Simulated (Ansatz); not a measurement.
The cluster Sn4H7⁻. The state is a singlet with charge -1. Geometry PBE-D4/def2-SVPD, basis def2-TZVPD, Ansatz.

```xyz
11

Sn    0.187   -0.471    0.739
Sn   -2.881   -0.682   -0.237
Sn   -0.823    1.556   -1.083
Sn    1.761    2.339    0.547
H    -2.417   -1.562   -1.748
H     2.030    0.671    1.376
H     1.170   -1.870    0.394
H     0.037    0.543   -2.302
H    -1.672   -1.780    0.698
H     2.739    1.728   -0.846
H    -0.129   -0.472    2.461
```

| run | HOMO (eV) | LUMO (eV) |
| --- | --- | --- |
| A | -1.85 | 1.44 |
| B | -2.04 | 1.62 |
| C | -3.26 | 3.53 |
| D | -1.54 | 1.21 |

In the def2 sets Sn takes a core potential; there is no spin–orbit coupling. B3LYP takes the VWN-RPA correlation. Another isomer (singlet) lies 0.96 eV lower at PBE0-D4/def2-TZVPD; other spin states weren't run for this one.

Question: The runs used B3LYP, HF, PBE0, r2SCAN. Estimate which is which.

Answer: A B3LYP (20 % exact exchange); B PBE0 (25 % exact exchange); C HF (100 % exact exchange); D r2SCAN (0 % exact exchange). Exact exchange lowers occupied and raises empty levels; among semilocal functionals meta-GGAs tend to open the gap a little, and such runs are hard to tell apart. The gap grows from 2.75 eV (r2SCAN) to 6.79 eV (HF).
